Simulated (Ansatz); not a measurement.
`COB(O)F` → `[CH2]` (triplet) + `OB(O)F`  (formal loss of a carbene)

Program: Ansatz. Geometries: PBE0-D4/def2-TZVP. ΔE: electronic, gas phase. CCSD(T)/CBS is the MP2 limit (def2-TZVPP, def2-QZVPP) plus CCSD(T) − MP2 in def2-TZVPP, frozen cores. This one scheme is used for every species. Functionals use def2-TZVPP. HSE06 is defined as in plane-wave codes. Triplets are unrestricted, without spin–orbit coupling. Each species was taken in one conformer, which may not be the lowest.

Task: Is it downhill or uphill in electronic energy at CCSD(T)/CBS, and by how much? (Best estimate.)

Result: Computed: Uphill: ΔE = +379.9 kJ/mol.

Task: What do these levels give: PBE-D4, revPBE-D4, PBE, BLYP, HSE06, RPA@PBE/def2-TZVPP? (An estimate is asked.)

Result: Ansatz gave: PBE-D4 388.4, revPBE-D4 374.7, PBE 383.4, BLYP 369.3, HSE06 374.7, RPA@PBE/def2-TZVPP 368.9 kJ/mol.

Largest T1 diagnostic among the species: 0.012.

The D4 term adds +8.0 kJ/mol with B3LYP and +4.3 kJ/mol with PBE0; it sums over pairs of atoms, weighted by their polarisabilities, and B3LYP, whose exchange is more repulsive, gets the larger term. At CCSD(T), def2-SVP lies −11.1 kJ/mol from the extrapolated value and def2-TZVPP −9.8 kJ/mol. From BLYP to BHLYP (50 % exact exchange), in def2-TZVPP and without D4, ΔE moves by −7.3 kJ/mol.

B3LYP here is the variant with VWN-RPA as its local correlation; programs differ in this.
